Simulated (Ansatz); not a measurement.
Steps of a relaxation of `C[O][Ge]([C](F)(F)F)([C](F)(F)F)[C](F)(F)F` with RKS PBE0-D4/def2-TZVP.

```sh
$ ansatz run in.yaml --threads 11 --pin off --events-out ev --progress --plain --max-ram 174080MiB --backend cuda --devices 0, --max-vram 75GiB
```

```yaml
crystal:
  periodic: [false, false, false]
  atoms:
    - {symbol: C, position_ang: [-0.419649, -1.204643, 2.165439]}
    - {symbol: O, position_ang: [0.572486, -0.474283, 1.445736]}
    - {symbol: Ge, position_ang: [0.245598, 0.183217, -0.175158]}
    - {symbol: C, position_ang: [-1.125481, 1.659228, -0.099669]}
    - {symbol: F, position_ang: [-0.600444, 2.773075, 0.454702]}
    - {symbol: F, position_ang: [-1.572625, 1.972956, -1.336581]}
    - {symbol: F, position_ang: [-2.194531, 1.286182, 0.647037]}
    - {symbol: C, position_ang: [-0.417660, -1.270246, -1.404755]}
    - {symbol: F, position_ang: [-1.706484, -1.581137, -1.110205]}
    - {symbol: F, position_ang: [0.319919, -2.393797, -1.264513]}
    - {symbol: F, position_ang: [-0.364894, -0.888591, -2.700245]}
    - {symbol: C, position_ang: [2.003433, 0.911021, -0.803947]}
    - {symbol: F, position_ang: [2.856784, -0.088298, -1.117675]}
    - {symbol: F, position_ang: [2.585167, 1.685494, 0.132590]}
    - {symbol: F, position_ang: [1.811511, 1.664391, -1.915125]}
    - {symbol: H, position_ang: [-1.311428, -0.581884, 2.397918]}
    - {symbol: H, position_ang: [-0.757865, -2.111334, 1.615683]}
    - {symbol: H, position_ang: [0.038664, -1.530049, 3.120668]}
basis:
  gaussian: {orbitals: def2-TZVP}
hamiltonian: {xc: pbe0, dispersion: d4}
relax: {f_tol: 0.005, max_steps: 150}
```

Positions (Å) and forces (eV/Å) along the path, 7 of 11 steps:

```xyz
18
step=1 energy=-87190.9030 eV
C    -0.420   -1.205    2.165   -0.301   -0.201    0.190
O     0.572   -0.474    1.446   -0.360    0.126   -0.523
Ge    0.246    0.183   -0.175    0.127   -0.321    0.760
C    -1.125    1.659   -0.100   -0.307    0.256    0.014
F    -0.600    2.773    0.455   -0.400   -0.537   -0.321
F    -1.573    1.973   -1.337    0.181   -0.077    0.728
F    -2.195    1.286    0.647    0.560    0.316   -0.443
C    -0.418   -1.270   -1.405   -0.180   -0.299   -0.237
F    -1.706   -1.581   -1.110    0.744    0.097   -0.280
F     0.320   -2.394   -1.265   -0.487    0.593   -0.168
F    -0.365   -0.889   -2.700   -0.079   -0.330    0.716
C     2.003    0.911   -0.804    0.344    0.162   -0.174
F     2.857   -0.088   -1.118   -0.383    0.643    0.137
F     2.585    1.685    0.133   -0.240   -0.420   -0.598
F     1.812    1.664   -1.915    0.252   -0.393    0.603
H    -1.311   -0.582    2.398    0.494   -0.287   -0.132
H    -0.758   -2.111    1.616    0.221    0.474    0.247
H     0.039   -1.530    3.121   -0.187    0.199   -0.519
18
step=3 energy=-87190.9926 eV
C    -0.418   -1.204    2.150    0.016   -0.006    0.021
O     0.562   -0.458    1.442   -0.021    0.003   -0.009
Ge    0.246    0.181   -0.155    0.022   -0.002    0.023
C    -1.126    1.655   -0.098    0.022   -0.025   -0.003
F    -0.621    2.765    0.447   -0.009    0.026    0.007
F    -1.563    1.962   -1.323   -0.012    0.015   -0.017
F    -2.188    1.291    0.633   -0.023    0.008    0.011
C    -0.425   -1.264   -1.387   -0.003    0.029    0.028
F    -1.700   -1.573   -1.110   -0.015   -0.016   -0.010
F     0.298   -2.380   -1.256    0.001   -0.029   -0.006
F    -0.367   -0.886   -2.667   -0.001   -0.004   -0.034
C     2.001    0.904   -0.801   -0.039   -0.010   -0.007
F     2.847   -0.083   -1.110    0.025   -0.009   -0.008
F     2.582    1.670    0.122    0.027    0.020    0.012
F     1.822    1.647   -1.900    0.013    0.009   -0.010
H    -1.303   -0.603    2.373   -0.011    0.009    0.001
H    -0.724   -2.099    1.600    0.002   -0.011   -0.011
H     0.039   -1.515    3.090    0.006   -0.005    0.012
18
step=4 energy=-87190.9930 eV
C    -0.415   -1.208    2.153    0.006   -0.004    0.007
O     0.559   -0.455    1.445   -0.014    0.003   -0.012
Ge    0.246    0.182   -0.153    0.006    0.000    0.014
C    -1.127    1.657   -0.100   -0.001    0.006   -0.002
F    -0.625    2.769    0.445    0.001    0.005    0.003
F    -1.563    1.964   -1.326    0.002   -0.001   -0.008
F    -2.192    1.295    0.630   -0.003   -0.004    0.005
C    -0.427   -1.262   -1.387   -0.011   -0.002   -0.002
F    -1.703   -1.571   -1.114   -0.001    0.003    0.001
F     0.293   -2.381   -1.256    0.004   -0.010    0.003
F    -0.368   -0.885   -2.668    0.005    0.005   -0.006
C     2.002    0.903   -0.800    0.002    0.003   -0.010
F     2.848   -0.084   -1.109    0.001   -0.007    0.001
F     2.586    1.670    0.121    0.003    0.004    0.007
F     1.826    1.646   -1.900   -0.003    0.000    0.000
H    -1.306   -0.612    2.374   -0.002    0.001    0.000
H    -0.714   -2.106    1.603    0.003   -0.003   -0.003
H     0.042   -1.514    3.094    0.004    0.000    0.003
18
step=6 energy=-87190.9934 eV
C    -0.406   -1.219    2.155    0.000    0.005   -0.010
O     0.551   -0.441    1.451   -0.003   -0.007    0.009
Ge    0.242    0.189   -0.150   -0.008    0.001   -0.005
C    -1.130    1.666   -0.107    0.001    0.003    0.003
F    -0.632    2.781    0.437    0.000   -0.004   -0.002
F    -1.559    1.969   -1.336    0.001   -0.001    0.002
F    -2.198    1.305    0.619    0.005   -0.001   -0.003
C    -0.434   -1.256   -1.383    0.001   -0.003   -0.003
F    -1.716   -1.551   -1.120    0.006    0.005   -0.001
F     0.274   -2.381   -1.241   -0.004    0.005    0.001
F    -0.359   -0.883   -2.664    0.001   -0.003    0.007
C     2.002    0.901   -0.798    0.004    0.002    0.004
F     2.844   -0.092   -1.102   -0.004    0.001    0.001
F     2.590    1.669    0.120   -0.006   -0.004   -0.004
F     1.831    1.640   -1.902   -0.001   -0.001    0.001
H    -1.315   -0.648    2.367    0.007   -0.007   -0.002
H    -0.674   -2.127    1.605    0.003    0.008    0.005
H     0.054   -1.509    3.100   -0.003    0.001   -0.003
18
step=8 energy=-87190.9935 eV
C    -0.400   -1.228    2.149   -0.007    0.001   -0.006
O     0.548   -0.429    1.455    0.002   -0.006    0.007
Ge    0.240    0.196   -0.148   -0.010   -0.002    0.001
C    -1.131    1.673   -0.108    0.002   -0.004    0.001
F    -0.633    2.788    0.435    0.000    0.006    0.002
F    -1.560    1.973   -1.338   -0.002    0.000    0.001
F    -2.199    1.312    0.618    0.002    0.002   -0.002
C    -0.440   -1.253   -1.375    0.002   -0.002   -0.003
F    -1.729   -1.526   -1.127    0.011    0.002   -0.004
F     0.250   -2.386   -1.210   -0.006    0.003   -0.003
F    -0.340   -0.896   -2.659   -0.003   -0.006    0.007
C     2.001    0.902   -0.799    0.000    0.000   -0.002
F     2.840   -0.095   -1.098    0.000    0.002    0.000
F     2.590    1.672    0.116    0.000   -0.001    0.000
F     1.832    1.637   -1.906    0.001   -0.001    0.001
H    -1.326   -0.680    2.345    0.010   -0.006   -0.002
H    -0.636   -2.145    1.599    0.003    0.010    0.006
H     0.054   -1.503    3.101   -0.004    0.000   -0.002
18
step=9 energy=-87190.9936 eV
C    -0.400   -1.228    2.147   -0.007   -0.001   -0.002
O     0.549   -0.430    1.455    0.000   -0.003    0.002
Ge    0.240    0.195   -0.148    0.001    0.001    0.002
C    -1.130    1.673   -0.105   -0.001   -0.003   -0.001
F    -0.630    2.788    0.436    0.001    0.002    0.001
F    -1.561    1.974   -1.335   -0.001    0.001   -0.001
F    -2.197    1.313    0.622    0.000    0.001    0.000
C    -0.439   -1.254   -1.375   -0.003   -0.003   -0.003
F    -1.729   -1.525   -1.130    0.006    0.000   -0.003
F     0.249   -2.389   -1.207   -0.004    0.005   -0.001
F    -0.336   -0.899   -2.659   -0.001   -0.003    0.005
C     2.000    0.902   -0.800   -0.001   -0.001   -0.002
F     2.840   -0.094   -1.099    0.001    0.001    0.000
F     2.589    1.673    0.115    0.002    0.001    0.001
F     1.829    1.637   -1.907    0.000    0.000    0.000
H    -1.327   -0.679    2.341    0.007   -0.004   -0.001
H    -0.636   -2.145    1.598    0.002    0.007    0.004
H     0.051   -1.502    3.102   -0.002    0.000   -0.001
18
step=11 energy=-87190.9936 eV
C    -0.401   -1.228    2.147    0.000   -0.001    0.001
O     0.550   -0.433    1.455    0.000    0.001   -0.002
Ge    0.241    0.194   -0.148    0.001   -0.001    0.000
C    -1.129    1.672   -0.104    0.000    0.001    0.000
F    -0.628    2.788    0.435    0.000   -0.001    0.000
F    -1.563    1.971   -1.333   -0.001    0.000   -0.001
F    -2.195    1.314    0.626    0.001    0.000    0.000
C    -0.438   -1.254   -1.376   -0.001   -0.001    0.001
F    -1.729   -1.523   -1.133   -0.001    0.000    0.000
F     0.247   -2.389   -1.206    0.001    0.000    0.000
F    -0.333   -0.900   -2.660    0.001    0.001    0.001
C     2.000    0.903   -0.801    0.001    0.001    0.001
F     2.840   -0.092   -1.102   -0.001    0.000    0.000
F     2.589    1.673    0.115    0.000    0.000    0.000
F     1.828    1.638   -1.906    0.000    0.000    0.000
H    -1.328   -0.679    2.336   -0.001    0.001    0.000
H    -0.634   -2.147    1.601    0.000   -0.001   -0.001
H     0.047   -1.497    3.104    0.000    0.000    0.000
```

Run time 43 s (11 threads of an AMD EPYC 7R13 on a shared host and a whole NVIDIA H100 80 GB); peak host memory 1.5 GiB.
